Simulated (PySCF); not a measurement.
C2H8O2Si, SMILES C[C@H](O)[SiH2]O.

Geometry: B3LYP-D3(BJ)/def2-SVP. The structure was generated by enumeration; whether it is a known compound was not checked. One conformer was computed; it need not be the lowest.

Two levels are set side by side: PBE/def2-TZVP (PySCF) and CAM-B3LYP/def2-TZVP (PySCF). Same geometry, gas phase. Differences are taken from unrounded values.

```csv
quantity,PBE
orbital gap (eV),5.50
highest occupied level (eV),-6.04
lowest empty level (eV),-0.54
dipole moment (D),2.18
mean polarisability (bohr³),61.1
```

**Question.** These are the PBE values. What does CAM-B3LYP give? (Estimate from the structure and the level; the computed values follow.)

**Answer.** 
```json
[
 {"quantity": "orbital gap (eV)", "CAM-B3LYP": "10.18", "PBE minus CAM-B3LYP": "-4.68"},
 {"quantity": "highest occupied level (eV)", "CAM-B3LYP": "-8.91", "PBE minus CAM-B3LYP": "2.87"},
 {"quantity": "lowest empty level (eV)", "CAM-B3LYP": "1.27", "PBE minus CAM-B3LYP": "-1.81"},
 {"quantity": "dipole moment (D)", "CAM-B3LYP": "2.29", "PBE minus CAM-B3LYP": "-0.11"},
 {"quantity": "mean polarisability (bohr³)", "CAM-B3LYP": "57.6", "PBE minus CAM-B3LYP": "3.5"}
]
```

PBE's occupied levels lie high since its potential decays too fast outside the molecule; exact exchange lowers them and widens the gap. Loosely held outer electrons make PBE densities more polarisable. Differences between two approximate levels are no errors against the true value.

Rough cost on one machine, each run with all the roots and properties that it gave: CAM-B3LYP against PBE within a factor of 2.
